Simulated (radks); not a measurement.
The numbers below are computed, except where a source is named.
Task: The cerium ion Ce4+, 54 electrons, occupied as [Xe]. Code: a radial shooting solver on a logarithmic mesh with Libxc functionals. Model: scalar-relativistic Kohn-Sham, PBE, spin-polarised, spherical densities, finite nucleus; Fermi nuclear charge, rms radius 4.8771 fm. Some entries of the table are withheld. Estimate them.

orbital,occ.,eigenvalue (hartree),r(max) (bohr),<1/r> (bohr^-1)
1s,2,-1481.377,0.01574,63.34
2s,2,-238.5822,0.08907,(1)
2p,6,-213.8528,0.07168,13.83
3s,2,-52.70744,0.2547,5.299
3p,6,-44.84176,(2),5.018
3d,10,(3),0.2053,4.759
4s,2,-11.96417,0.5923,2.219
4p,6,-9.38591,0.6179,(4)
4d,10,-5.67016,(5),(6)
5s,2,-2.89846,1.344,0.9094
5p,6,-2.20735,1.492,0.7980

Result: 
(1) 2s <1/r> (bohr^-1): 14.60
(2) 3p r(max) (bohr): 0.2493
(3) 3d eigenvalue (hartree): -33.66413
(4) 4p <1/r> (bohr^-1): 2.050
(5) 4d r(max) (bohr): 0.6495
(6) 4d <1/r> (bohr^-1): 1.795
